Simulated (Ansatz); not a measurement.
Ansatz results at the PBE0-D4/def2-TZVP geometry: HOMO energy (B3LYP/def2-TZVPP) -7.70 eV; size of the dipole moment (ωB97M-V/def2-TZVPP) 2.28 D; LUMO energy (PBE/def2-TZVPP) -2.02 eV.

Each molecule was computed in one conformer, which needn't be the lowest.

Question: Which molecule gave them?
A. `BO[SiH](C)F`
B. `BOB`
C. `N=COC[SeH]`
D. `OB([SiH3])CF`

Answer: D. The others give `N=COC[SeH]`: -6.91, 1.65, -1.23; `BO[SiH](C)F`: -8.36, 1.85, -1.75; `BOB`: -8.49, 0.43, -2.68.

B3LYP here is the variant with VWN-RPA as its local correlation; programs differ in this.
